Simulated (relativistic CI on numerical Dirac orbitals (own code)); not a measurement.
## Slater and spin-orbit integrals, Sm¹⁴⁺

These numbers are calculated, not measured: Dirac-Coulomb-Breit CI, KLI orbitals optimised for each configuration, model QED (radiative potential, 1s self-energy scaled to tabulated hydrogen-like ionisation energies), unscaled Slater integrals (own radial code, finite nucleus).

Slater integrals F^k, G^k are unscaled and averaged over j, outside the closed core [Kr]; ζ comes from projecting the Hamiltonian with its Breit term on Σ l·s of the shell.

- 4d10 4f 5s: ζ(4f) = 1732.5, G^3(4f,5s) = 29780 cm⁻¹; <r>(4f) = 0.6817, <r^2>(4f) = 0.5448, <r>(5s) = 1.145, <r^2>(5s) = 1.459 (bohr units).
- 4d10 4f2: F^2(4f,4f) = 146160, F^4(4f,4f) = 93858, F^6(4f,4f) = 68180, ζ(4f) = 1642.6 cm⁻¹; <r>(4f) = 0.6918, <r^2>(4f) = 0.5611 (bohr units).
- 4d10 4f 5p: ζ(4f) = 1754.3, F^2(4f,5p) = 68985, G^2(4f,5p) = 25980, G^4(4f,5p) = 22928, ζ(5p) = 39698 cm⁻¹; <r>(4f) = 0.6807, <r^2>(4f) = 0.543, <r>(5p) = 1.226, <r^2>(5p) = 1.678 (bohr units).

Averages of the first 10 configurations, taken without configuration mixing, which lowers the lowest level and can move excited configurations by several eV; other configurations of the list can lie among them:

```csv
Configuration,Parity,States,Average energy above the lowest level (eV)
4d10 4f 5s,odd,28,1.7
4d10 4f2,even,91,2.6
4d10 5s2,even,1,6.4
4d10 4f 5p,even,84,31.5
4d10 5s 5p,odd,12,34.4
4d10 4f 5d,odd,140,74.7
4d10 5p2,even,15,66.3
4d10 4f 5f,even,196,120.7
4d10 5s 5d,even,20,79.4
4d10 5p 5d,odd,60,109.7
```
